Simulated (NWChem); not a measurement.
Species: BF$_{2}$, doublet; SMILES F[B]F

```xyz
3

F      1.1366     0.0000    -0.1401
B      0.0000     0.0000     0.5044
F     -1.1366     0.0000    -0.1401
```
Atoms are numbered in this order, from 1.

In the optimisation the excess spin sits in a1 (C2v, its own frame). Coordinates come from a PBE0/def2-SVP, spin-unrestricted optimisation. No stability test was run on the SCF state.

Symmetry labels are those of C2v in the frame above (b1 and b2, or b-type labels, depend on it).

Problem. List the 4 lowest vertical excitations from UHF/def2-SVP, CIS (NWChem).

Solution. 
```tsv
state	energy (eV)	oscillator strength	symmetry of the excitation	<S²>
state 1	4.79	0.066	b2	0.77
state 2	10.56	0.196	b1	0.78
state 3	10.64	0.001	a1	0.79
state 4	11.64	0.004	b1	1.03
```
